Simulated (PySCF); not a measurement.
1-methyl-3-methylideneazetidine (C5H9N), SMILES N1(CC(=C)C1)C. Coordinates come from a B3LYP-D3(BJ)/def2-SVP optimisation.

### Question
Give the equilibrium geometry at B3LYP-D3(BJ)/def2-SVP (PySCF confirms it by a frequency run) as a Z-matrix, and its point group. (An estimate is asked for; the answer gives what the named calculation found.)

### Answer
point group Cs.
```
N
C 1 1.4384
H 2 1.1021 1 110.10
H 2 1.1021 3 107.48 1 -119.92
H 2 1.1162 3 107.79 4 -115.95
C 1 1.4753 2 119.06 3 176.07
H 6 1.1047 1 115.49 2 102.03
H 6 1.1127 7 108.34 1 128.64
C 1 1.4753 2 119.06 3 65.60
H 9 1.1047 1 115.49 2 -102.03
H 9 1.1127 10 108.34 1 -128.64
C 6 1.5173 7 117.89 8 128.74
C 12 1.3284 6 135.68 7 -46.47
H 13 1.0938 12 121.29 6 177.80
H 13 1.0938 14 117.42 12 179.96
```
Charge 0, spin multiplicity 1.
